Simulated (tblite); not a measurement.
Record of a relaxation.

Compound: C5H11AlF2S.
Atom-mapped SMILES: `[CH3:1][S+:2]([CH3:3])[AlH2-:4][C@H:5]1[C@H:6]([F:7])[C@@H:8]1[F:9]` (hydrogens: H10, H11, H12 on C1; H13, H14, H15 on C3; H16, H17 on Al4; H18 on C5; H19 on C6; H20 on C8)

Computed with GFN2-xTB (tblite), gas phase: L-BFGS steps from a force-field or distance-geometry start until the largest atomic force falls under 0.01 eV/Å. 7 of its 153 geometries are shown.

Step 0: E = -817.1512 eV, largest atomic force 3.105 eV/Å
```
atom  x, y, z in Å  |  force x, y, z in eV/Å
C1      2.798    1.436   -0.351    0.304   1.003  -0.753
S2      1.710    0.216    0.370    0.237   0.366   1.577
C3      2.408   -1.366   -0.036    1.065  -1.029  -0.285
Al4    -0.300    0.550   -0.541   -2.502   1.028  -1.525
C5     -1.775   -0.156    0.592    0.931  -0.352  -0.021
C6     -3.139    0.311    0.072    1.564  -0.319   0.117
F7     -3.931    0.805    1.070   -0.315  -0.123  -0.926
C8     -2.748   -1.149    0.056   -1.382   0.496   0.565
F9     -3.486   -1.894    0.975    0.692  -0.171  -0.789
H10     3.842    1.274   -0.071   -0.291  -0.025   0.140
H11     2.450    2.428    0.018    0.254  -0.737  -0.166
H12     2.722    1.446   -1.450   -0.032  -0.060   0.347
H13     3.007   -1.239   -0.949   -0.369  -0.320   0.161
H14     3.100   -1.653    0.779   -0.396   0.022  -0.348
H15     1.632   -2.147   -0.152    0.369   0.602  -0.021
H16    -0.484    2.139   -0.577    0.538  -0.250   0.256
H17    -0.347    0.035   -2.032    0.423  -0.300   0.236
H18    -1.661   -0.198    1.690   -0.621   0.127  -0.280
H19    -3.165    0.770   -0.936   -0.337   0.261   1.045
H20    -2.636   -1.596   -0.940   -0.131  -0.221   0.669
```

Step 25: E = -818.0343 eV, largest atomic force 0.192 eV/Å
```
atom  x, y, z in Å  |  force x, y, z in eV/Å
C1      2.722    1.415   -0.345   -0.057  -0.049   0.027
S2      1.749    0.280    0.683    0.005   0.029   0.045
C3      2.332   -1.287   -0.043   -0.032   0.101   0.012
Al4    -0.317    0.614   -0.592   -0.037  -0.037   0.029
C5     -1.710   -0.175    0.614   -0.104   0.026  -0.018
C6     -3.057    0.327    0.114   -0.043  -0.078  -0.068
F7     -4.019    0.728    0.994    0.171  -0.011  -0.049
C8     -2.733   -1.124    0.037   -0.160   0.026  -0.093
F9     -3.410   -1.958    0.880    0.116  -0.025   0.043
H10     3.776    1.243   -0.141   -0.030   0.056  -0.020
H11     2.441    2.429   -0.077    0.026  -0.012   0.016
H12     2.490    1.229   -1.393   -0.029   0.081  -0.019
H13     2.735   -1.045   -1.019    0.052  -0.174  -0.062
H14     3.099   -1.689    0.613   -0.039  -0.068  -0.077
H15     1.503   -1.983   -0.150   -0.011   0.062   0.099
H16    -0.226    2.172   -0.683   -0.024  -0.066   0.003
H17     0.097   -0.191   -1.871    0.033  -0.001   0.037
H18    -1.715   -0.255    1.703    0.017   0.059   0.006
H19    -3.144    0.892   -0.813    0.057   0.036   0.101
H20    -2.617   -1.612   -0.926    0.089   0.045  -0.010
```

Step 51: E = -818.0964 eV, largest atomic force 0.091 eV/Å
```
atom  x, y, z in Å  |  force x, y, z in eV/Å
C1      2.653    1.458   -0.369   -0.012  -0.014   0.009
S2      1.801    0.311    0.743    0.032   0.004  -0.014
C3      2.218   -1.304    0.010   -0.018   0.028   0.018
Al4    -0.249    0.585   -0.562   -0.031  -0.023  -0.013
C5     -1.654   -0.172    0.634    0.008  -0.008  -0.008
C6     -2.986    0.334    0.118    0.004  -0.039  -0.021
F7     -3.966    0.687    0.996    0.065  -0.029  -0.021
C8     -2.643   -1.107   -0.026    0.013   0.019  -0.007
F9     -3.313   -2.013    0.744    0.040   0.050   0.013
H10     3.723    1.272   -0.352   -0.008  -0.061   0.013
H11     2.446    2.451    0.018    0.030   0.042  -0.016
H12     2.252    1.371   -1.379   -0.026  -0.031  -0.005
H13     2.486   -1.177   -1.033   -0.004   0.021  -0.004
H14     3.039   -1.742    0.569    0.028   0.021   0.010
H15     1.337   -1.938    0.086   -0.018  -0.013   0.011
H16    -0.190    2.127   -0.768   -0.038   0.017   0.038
H17     0.204   -0.273   -1.788   -0.004  -0.014  -0.036
H18    -1.663   -0.283    1.721   -0.083  -0.024  -0.020
H19    -3.040    0.967   -0.767    0.007  -0.035   0.036
H20    -2.459   -1.540   -1.007    0.014   0.088   0.017
```

Step 76: E = -818.1368 eV, largest atomic force 0.109 eV/Å
```
atom  x, y, z in Å  |  force x, y, z in eV/Å
C1      2.640    1.415   -0.482    0.033   0.003  -0.050
S2      1.781    0.436    0.772    0.061   0.029  -0.017
C3      2.105   -1.242    0.150   -0.019   0.002   0.030
Al4    -0.285    0.619   -0.485    0.010   0.034   0.011
C5     -1.597   -0.238    0.726   -0.030  -0.066  -0.030
C6     -2.878    0.321    0.146   -0.045  -0.036  -0.047
F7     -3.948    0.576    0.944    0.033  -0.003   0.018
C8     -2.505   -1.088   -0.134   -0.046   0.032  -0.059
F9     -3.227   -2.093    0.441    0.058   0.084  -0.039
H10     3.623    0.986   -0.648   -0.004   0.025  -0.008
H11     2.738    2.425   -0.096   -0.016  -0.012  -0.001
H12     2.057    1.427   -1.406    0.005  -0.012   0.012
H13     2.139   -1.240   -0.936   -0.010   0.025   0.034
H14     3.044   -1.588    0.569    0.021  -0.026  -0.006
H15     1.286   -1.874    0.485    0.005  -0.025   0.021
H16    -0.371    2.162   -0.666    0.042   0.006   0.013
H17     0.159   -0.193   -1.751   -0.027   0.005  -0.011
H18    -1.702   -0.481    1.781   -0.037  -0.013   0.032
H19    -2.838    1.040   -0.673   -0.043   0.002   0.043
H20    -2.225   -1.361   -1.151    0.009  -0.055   0.057
```

Step 101: E = -818.1633 eV, largest atomic force 0.066 eV/Å
```
atom  x, y, z in Å  |  force x, y, z in eV/Å
C1      2.663    1.366   -0.623    0.005   0.003  -0.035
S2      1.864    0.543    0.778   -0.010   0.003   0.026
C3      2.060   -1.198    0.299   -0.007   0.006   0.013
Al4    -0.280    0.690   -0.358   -0.001   0.012   0.010
C5     -1.611   -0.298    0.731    0.003   0.029   0.010
C6     -2.881    0.291    0.148   -0.004   0.000  -0.014
F7     -3.982    0.433    0.930    0.008  -0.024  -0.005
C8     -2.454   -1.070   -0.258    0.023   0.014   0.002
F9     -3.172   -2.143    0.171   -0.005  -0.008   0.021
H10     3.582    0.839   -0.861   -0.010  -0.001  -0.019
H11     2.894    2.384   -0.324   -0.034  -0.021   0.053
H12     1.984    1.384   -1.480    0.023  -0.034   0.007
H13     1.823   -1.317   -0.756   -0.018  -0.023   0.004
H14     3.078   -1.512    0.509    0.030   0.002  -0.015
H15     1.363   -1.777    0.900    0.010   0.005  -0.002
H16    -0.327    2.244   -0.416   -0.025   0.007  -0.024
H17     0.104   -0.050   -1.691    0.018   0.021  -0.027
H18    -1.766   -0.649    1.750   -0.013   0.026  -0.026
H19    -2.842    1.093   -0.589    0.025  -0.010   0.049
H20    -2.105   -1.240   -1.274   -0.017  -0.008  -0.029
```

Step 127: E = -818.1797 eV, largest atomic force 0.102 eV/Å
```
atom  x, y, z in Å  |  force x, y, z in eV/Å
C1      2.666    1.337   -0.600    0.022   0.013  -0.042
S2      1.844    0.522    0.792    0.012   0.026   0.017
C3      2.036   -1.222    0.327   -0.059  -0.017  -0.037
Al4    -0.269    0.739   -0.399   -0.038   0.010  -0.027
C5     -1.597   -0.253    0.693    0.000  -0.009  -0.006
C6     -2.905    0.289    0.158   -0.009   0.012  -0.017
F7     -3.990    0.359    0.974    0.014  -0.008   0.008
C8     -2.434   -1.046   -0.288    0.000   0.017   0.008
F9     -3.096   -2.152    0.147   -0.001  -0.010   0.004
H10     3.630    0.869   -0.773   -0.005  -0.015   0.026
H11     2.810    2.378   -0.326   -0.027  -0.040   0.023
H12     2.041    1.274   -1.494   -0.001   0.000   0.011
H13     1.564   -1.405   -0.638   -0.028   0.010  -0.031
H14     3.094   -1.458    0.285    0.018  -0.030   0.049
H15     1.539   -1.817    1.090    0.085   0.056  -0.005
H16    -0.320    2.294   -0.462    0.010  -0.025   0.003
H17     0.132    0.006   -1.737   -0.005   0.011   0.021
H18    -1.712   -0.628    1.709   -0.009   0.006  -0.023
H19    -2.924    1.112   -0.554    0.020  -0.013   0.014
H20    -2.115   -1.186   -1.318    0.001   0.004   0.005
```

Step 152: E = -818.1830 eV, largest atomic force 0.008 eV/Å
```
atom  x, y, z in Å  |  force x, y, z in eV/Å
C1      2.680    1.323   -0.608   -0.001   0.000  -0.002
S2      1.844    0.538    0.792   -0.003   0.002   0.002
C3      2.010   -1.213    0.348   -0.001  -0.002   0.001
Al4    -0.273    0.754   -0.402    0.005   0.000   0.000
C5     -1.591   -0.259    0.680   -0.001   0.000   0.001
C6     -2.906    0.283    0.165    0.001   0.000  -0.003
F7     -3.985    0.324    0.991    0.005   0.003   0.001
C8     -2.425   -1.036   -0.314   -0.002   0.001  -0.001
F9     -3.074   -2.159    0.097   -0.003   0.002   0.001
H10     3.653    0.862   -0.744    0.003   0.001   0.003
H11     2.801    2.372   -0.354   -0.001   0.000   0.000
H12     2.075    1.228   -1.511   -0.001   0.000  -0.002
H13     1.415   -1.437   -0.539   -0.003  -0.001  -0.002
H14     3.058   -1.436    0.176    0.008   0.002   0.000
H15     1.646   -1.788    1.194   -0.005   0.003   0.003
H16    -0.323    2.308   -0.455   -0.001  -0.004   0.002
H17     0.130    0.027   -1.740    0.001   0.003  -0.002
H18    -1.700   -0.658    1.687    0.002  -0.004  -0.001
H19    -2.933    1.124   -0.526    0.001  -0.002   0.002
H20    -2.109   -1.147   -1.349   -0.003  -0.002   0.000
```

Question: Summarise the path.

Answer: The energy falls by 1.0318 eV from step 0 to step 152; nine tenths of that is first reached at step 40. It never rises by more than 0.2 meV. The largest force goes from 3.105 to 0.008 eV/Å. Among the bonds S2–Al4 changes most, from 2.231 to 2.440 Å; the atoms move by 0.724 Å rms after alignment.

Question: Follow the three bonds and two angles with the largest change from start to end.

Answer: 
| step | E above end (eV) | largest force (eV/Å) | S2–Al4 (Å) | Al4–H16 (Å) | S2–C3 (Å) | C3–S2–Al4 (°) | Al4–C5–H18 (°) |
| --- | --- | --- | --- | --- | --- | --- | --- |
| 0 | 1.0318 | 3.105 | 2.231 | 1.601 | 1.776 | 113.2 | 120.2 |
| 7 | 0.2673 | 0.207 | 2.482 | 1.560 | 1.826 | 111.6 | 129.3 |
| 13 | 0.2335 | 0.205 | 2.461 | 1.556 | 1.829 | 110.8 | 130.2 |
| 20 | 0.1867 | 0.200 | 2.435 | 1.559 | 1.824 | 105.4 | 129.8 |
| 26 | 0.1423 | 0.226 | 2.455 | 1.569 | 1.823 | 99.4 | 128.7 |
| 33 | 0.1163 | 0.121 | 2.458 | 1.552 | 1.823 | 96.5 | 127.6 |
| 40 | 0.1029 | 0.086 | 2.451 | 1.555 | 1.821 | 95.3 | 130.0 |
| 46 | 0.0953 | 0.095 | 2.450 | 1.559 | 1.820 | 94.9 | 130.1 |
| 53 | 0.0835 | 0.123 | 2.450 | 1.558 | 1.825 | 94.3 | 130.6 |
| 59 | 0.0729 | 0.094 | 2.443 | 1.561 | 1.820 | 92.9 | 134.2 |
| 66 | 0.0641 | 0.086 | 2.438 | 1.554 | 1.818 | 92.6 | 136.3 |
| 73 | 0.0527 | 0.228 | 2.421 | 1.557 | 1.819 | 92.8 | 137.2 |
| 79 | 0.0408 | 0.122 | 2.435 | 1.557 | 1.819 | 92.4 | 139.5 |
| 86 | 0.0326 | 0.063 | 2.433 | 1.558 | 1.819 | 92.0 | 141.0 |
| 93 | 0.0244 | 0.069 | 2.436 | 1.555 | 1.816 | 91.3 | 140.5 |
| 99 | 0.0213 | 0.058 | 2.435 | 1.556 | 1.815 | 91.3 | 140.4 |
| 106 | 0.0160 | 0.056 | 2.422 | 1.559 | 1.817 | 92.5 | 140.9 |
| 112 | 0.0122 | 0.056 | 2.428 | 1.556 | 1.816 | 93.4 | 140.5 |
| 119 | 0.0095 | 0.058 | 2.439 | 1.556 | 1.816 | 93.2 | 139.7 |
| 126 | 0.0044 | 0.137 | 2.437 | 1.558 | 1.816 | 93.1 | 139.1 |
| 132 | 0.0011 | 0.024 | 2.441 | 1.554 | 1.815 | 93.2 | 138.6 |
| 139 | 0.0007 | 0.018 | 2.440 | 1.554 | 1.815 | 93.4 | 138.6 |
| 145 | 0.0003 | 0.022 | 2.439 | 1.556 | 1.815 | 92.8 | 139.1 |
| 152 | 0.0000 | 0.008 | 2.440 | 1.555 | 1.814 | 92.6 | 139.3 |

The cost below is that of the whole relaxation. Hardware: one thread, Arm Neoverse V2 (aarch64), no GPU, shared host with 32 logical CPUs at a one-minute load of 36. Cost: 1.2 s wall.
